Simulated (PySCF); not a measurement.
**Oxygen: a sound run and one with changed settings**

Sound run: O⁺ [He] 2s2 2p3, O²⁺ [He] 2s2 2p2. Calculation: PySCF 2.14, in def2-SVP; no relativity, point nucleus. In the sound run the correlated levels freeze 1s2. The sound run starts from symmetry-adapted Hartree-Fock orbitals and uses a fine grid where one is needed.

A second run was set up differently.

```json
{"species": "O⁺", "method": "UHF", "sound run (hartree)": "-74.27607", "changed run (hartree)": "-73.44358", "converged": "yes"}
{"species": "O⁺", "method": "TPSS", "sound run (hartree)": "-74.49977", "changed run (hartree)": "-73.63352", "converged": "yes"}
{"species": "O⁺", "method": "BP86", "sound run (hartree)": "-74.47389", "changed run (hartree)": "-73.59914", "converged": "yes"}
{"species": "O⁺", "method": "MP2", "sound run (hartree)": "-74.34500", "changed run (hartree)": "-73.44358", "converged": "yes"}
{"species": "O²⁺", "method": "UHF", "sound run (hartree)": "-72.99987", "changed run (hartree)": "-72.10797", "converged": "yes"}
{"species": "O²⁺", "method": "TPSS", "sound run (hartree)": "-73.19853", "changed run (hartree)": "-72.28228", "converged": "yes"}
{"species": "O²⁺", "method": "BP86", "sound run (hartree)": "-73.17153", "changed run (hartree)": "-72.24789", "converged": "yes"}
{"species": "O²⁺", "method": "MP2", "sound run (hartree)": "-73.05473", "changed run (hartree)": "-72.11973", "converged": "yes"}
{"species": "O²⁺", "method": "CCSD(T)", "sound run (hartree)": "-73.07812", "changed run (hartree)": "-72.12986", "converged": "yes"}
```

Ionisation energy of O⁺:

```tsv
method	sound run (eV)	changed run (eV)
UHF	34.727	36.344
TPSS	35.409	36.769
BP86	35.439	36.769
MP2	35.110	36.024
SCS-MP2	34.912	35.960
```

Question: What was changed?
A. too few SCF iterations
B. basis contracted for another Hamiltonian
C. radial grid too coarse
D. minimal basis

Answer: D. It used basis STO-3G. A minimal basis cannot let orbitals breathe on ionisation and holds almost no correlation.
